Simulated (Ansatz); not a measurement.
The cluster Tl₂H⁺, relaxed as a singlet with RKS PBE0-D4/def2-TZVP in Ansatz, starting from packed atoms. Force threshold 0.02 eV/Å.

In the def2 sets Tl takes a core potential; there is no spin–orbit coupling. The structure comes from a short search, and lower isomers may exist.

Start:

Cartesian coordinates in Å:
```
Tl 0.1521 -0.0935 1.7314
Tl 0.0862 -0.0649 -1.7171
H -0.2383 0.1584 -0.0143
```

Q: Estimate the energy that the relaxation releases and the steps that it takes.

A: 90.7 kJ/mol, in 5 steps; 9.5 s on 4 threads of Arm Neoverse V1 on a shared host. No frequencies were taken in this run, so the end may be a saddle point.

Q: Does the start keep its bonding?

A: By distances, no bond broke or formed. The bond that changes most is Tl2–H3, from 1.75 to 2.13 Å (atoms count from 1). The end is the same structure that another start reached.

Q: Predict the relaxed structure.

A: 
```xyz
3

Tl    0.040   -0.017    2.129
Tl   -0.036    0.015   -2.129
H    -0.004    0.002    0.000
```
Bond lengths (bridged metal pairs left out): .
